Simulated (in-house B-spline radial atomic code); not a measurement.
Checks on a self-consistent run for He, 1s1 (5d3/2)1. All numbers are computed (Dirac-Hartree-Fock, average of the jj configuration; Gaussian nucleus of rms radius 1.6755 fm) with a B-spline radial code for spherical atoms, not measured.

| orbital | q | ε (Eh) | <1/r> | <r²> | small-component weight |
| --- | --- | --- | --- | --- | --- |
| 1s1/2 | 1 | -1.96009 | 2.0002 | 0.749923 | 5.3254e-05 |
| 5d3/2 | 1 | -0.02000 | 0.0400198 | 1349.45 | 5.3304e-07 |

Electron-electron repulsion V_ee = 0.0400 hartree.

Question: What total energy follows from the eigenvalues?

Answer: The eigenvalues count the repulsion twice, so E = Σqε - V_ee = -1.980 - 0.040 = -2.020 hartree; the run printed -2.020.

Question: Does the Dirac virial theorem hold?

Answer: For a point nucleus E = -2c²Σq·w, with w the small-component weight. Here Σq·w = 5.3787e-05 and c = 137.0360, so the ratio E/(-2c²Σq·w) is 1.000000.

Question: What diamagnetic shielding (Lamb formula) and susceptibility (Langevin formula) do the radii give?

Answer: σ = (α²/3)Σq<1/r> = 2.04022/(3·137.036²) = 36.215 ppm, and χ = -0.79199×10⁻⁶·Σq<r²> = -1069×10⁻⁶ cm³/mol with Σq<r²> = 1350.2 bohr². Both are non-relativistic formulas without the paramagnetism of open shells.
